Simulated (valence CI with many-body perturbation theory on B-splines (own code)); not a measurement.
**Ru XXIV: what the settings do**

Calculated by relativistic CI+MBPT: three valence electrons over a frozen Dirac-Fock core [Ar], radial functions for each j: 6 s, 6 p, 5 d, 5 f, 1 g, with the one-electron correlation potential Σ1 (screened to all orders), the two-electron term Σ2, the three-electron term Σ3, Breit, model QED; selected single and double excitations, second order for the rest, scaled by the run's own slope (own B-spline code, finite nucleus).

No measured spectrum was set against this ion. As an estimate, terms of the open shell hold to 2 to 4 % of their energy, and close levels can change places. Only levels of the ground parity were solved; by the run's estimate the other parity begins above the list, which can be wrong where configurations are misplaced.

The reference run has the lowest level 3d3 4F_3/2 and an ionisation energy of 1115.95 eV. Its largest variational space holds 2221 state functions.

Names give the largest LS component (configuration and term), which can be under half, so a name can repeat, a term be missing and a line seem to break the LS rules; names also repeat where a configuration has a term twice. Letters in brackets count levels of one name in rising energy.

Changed runs:
A. selection threshold (hartree) 2e-08 → 1e-05
B. screening of Σ1 on → off
C. natural orbitals for correlation on → off
D. Davidson iteration limit 60 → 2 (bad on purpose)

Excitation energies of the reference run in cm⁻¹, and shifts in cm⁻¹:

| Level | Reference | A | B | C | D |
| --- | --- | --- | --- | --- | --- |
| 3d3 4F_5/2 | 23264 | -0.1 | +32 | -215 | 0 |
| 3d3 4F_7/2 | 43036 | -0.1 | +50 | -179 | 0 |
| 3d3 4F_9/2 | 57501 | -0.1 | +54 | +49 | 0 |
| 3d3 4P_3/2 | 66347 | -0.1 | +25 | +952 | 0 |
| 3d3 4P_1/2 | 75341 | -0.1 | +37 | +748 | 0 |
| 3d3 2G_7/2 | 96342 | -0.2 | +63 | +782 | 0 |
| 3d3 2H_9/2 | 100481 | -0.2 | +66 | +648 | 0 |
| 3d3 4P_5/2 | 105309 | -0.1 | +68 | +676 | 0 |
| 3d3 2D_3/2 [a] | 118569 | 0 | +76 | +1122 | 0 |
| 3d3 2P_1/2 | 126703 | 0 | +80 | +1307 | 0 |
| 3d3 2H_11/2 | 136684 | -0.1 | +82 | +975 | 0 |
| 3d3 2D_5/2 [a] | 146102 | -0.2 | +91 | +1407 | 0 |
| Ionisation energy (eV) | 1115.95 | -4e-05 | +0.0048 | -0.13 | 0 |

Run D: The Davidson iterations stopped at their limit.
